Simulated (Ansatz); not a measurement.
Isolated molecules relaxed with PBE0-D4/def2-TZVP in Ansatz; ΔE leaves out vibrations. CCSD(T)/CBS is the MP2 limit (def2-TZVPP, def2-QZVPP) plus CCSD(T) − MP2 in def2-TZVPP, frozen cores. Functionals use def2-TZVPP. Each species was taken in one conformer, which may not be the lowest.

`NC[SiH](N)O` → `CO[SiH](N)N`  (isomerisation)

```tsv
species	r2SCAN-D4 energy (Eh)
`NC[SiH](N)O`	-517.18660
`CO[SiH](N)N`	-517.21000
```

(1) Work out ΔE.

Largest T1 diagnostic among the species: 0.010.

Results:

(1) ΔE = (-517.21000) − (-517.18660) = -0.02340 Eh = -61.4 kJ/mol. CCSD(T)/CBS gives -59.6 kJ/mol.

In def2-TZVPP, CCSD(T) changes the Hartree–Fock value by +15.7 kJ/mol (the triples alone add +1.6 kJ/mol) and MP2 by +16.3 kJ/mol.
